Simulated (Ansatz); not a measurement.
ClCs, charge -1, doublet, at the geometry of the source list (a state made from the parent by changing its charge; the spin is typed, not shown lowest) (core potentials on Cs) (a gas-phase anion, which may not be bound at this level); Ansatz (an electronic-structure program) with BLYP/def2-SVP.

Ansatz was given this input:
Ansatz 0.2 input:
```yaml
crystal:
  periodic: [false, false, false]
  atoms:
    - {symbol: Cs, position_ang: [-0.89640000, -0.79160000, -0.84180000]}
    - {symbol: Cl, position_ang: [0.89640000, 0.79160000, 0.84180000]}
basis:
  gaussian:
    orbitals: def2-SVP
hamiltonian:
  xc: blyp
total_charge: -1
magnetization: {spin_polarized: true, initial_magnetization: 1}
```

It wrote (shortened):

```
Functional definition: BLYP
449 factors; their error is unknown
mean field evaluation 1: about -12990.0916 eV, gradient 8.1e1 eV
mean field evaluation 2: about -12649.6382 eV, gradient 2.9e2 eV
mean field evaluation 4: about -13063.1430 eV, gradient 2.1e1 eV
mean field evaluation 8: about -13068.4956 eV, gradient 1.5e-1 eV
mean field evaluation 16: about -13068.4796 eV, gradient 4.2e-5 eV
mean field evaluation 32: about -13067.7831 eV, gradient 2.3e-1 eV
mean field -13068.47961289 eV, -480.2577676401 hartree, gradient 4.2e-5 eV, S^2 0.750035; 5 other end points of the search recorded, 0 dependent functions left out
reference -13068.47982577 eV, -480.2577754632 hartree; 14, 13 occupied and 28, 29 virtual orbitals, 449 factors
Total energy: -13068.47982577 eV, -480.2577754632 hartree
```
